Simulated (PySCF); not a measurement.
O2S2, SMILES [S](=O)[S]=O (connectivity only; charge and spin as stated), neutral, multiplicity 1. Atoms are numbered in the order given.

```xyz
4

O      0.0000    -1.5554    -0.9221
S      0.0000    -1.0132     0.4610
S      0.0000     1.0132     0.4610
O      0.0000     1.5554    -0.9221
```
Charge 0, spin multiplicity 1.

Geometry optimised at PBE0-D3(BJ)/def2-SVP. The values are those of a single conformer.

All values below come from PySCF with PBE0-D3(BJ)/def2-SVP.

Frequencies are harmonic and unscaled.

| mode | ν (cm⁻¹) | IR (km/mol) | moving atoms (share of kinetic energy) |
|---|---|---|---|
| 1 | 113 | 4.5 | O 97 % |
| 2 | 265 | 0.0 | S 54 %, O 46 % |
| 3 | 466 | 16.5 | S 57 %, O 43 % |
| 4 | 499 | 0.4 | S 96 % |
| 5 | 1156 | 192.9 | O 67 %, S 33 % |
| 6 | 1205 | 40.0 | O 66 %, S 34 % |
